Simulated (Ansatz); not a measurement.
Isolated molecules relaxed with PBE0-D4/def2-TZVP in Ansatz; ΔE leaves out vibrations. CBS: MP2 limit from def2 TZ/QZ plus the TZ coupled-cluster correction, frozen cores. Double bonds are as drawn, so ΔE can hold a change between cis and trans. Functionals use def2-TZVPP. B3LYP here is the variant with VWN-RPA as its local correlation; programs differ in this. One conformer a species, not always the lowest.

Reaction (formal exchange of groups at the Si–C bond): `N/C=C/[SiH2]Cl` + `O[SiH](O)CF` → `O[SiH](O)C[SiH2]Cl` + `N/C=C\F`

```csv
level,ΔE (kcal/mol)
r2SCAN-D4,-8.4
PBE0-D4,-8.8
ωB97M-V,-8.8
B2PLYP,-6.7
PBE0,-7.6
B3LYP,-5.7
SCS-MP2/def2-QZVPP,-7.6
CCSD/CBS(def2),-8.3
```

Question: What does CCSD(T)/CBS give? (An estimate is asked.)

Answer: The calculation gave: -8.7 kcal/mol. The listed levels differ from it by 0.3, -0.1, -0.1, 2.0, 1.1, 3.0, 1.1, 0.4 kcal/mol.

Largest T1 diagnostic among the species: 0.012.

The D4 term adds −2.1 kcal/mol with B3LYP and −1.2 kcal/mol with PBE0; it sums over pairs of atoms, weighted by their polarisabilities, and B3LYP, whose exchange is more repulsive, gets the larger term. In def2-TZVPP, CCSD(T) changes the Hartree–Fock value by −4.2 kcal/mol (the triples alone add −0.4 kcal/mol) and MP2 by −4.0 kcal/mol.
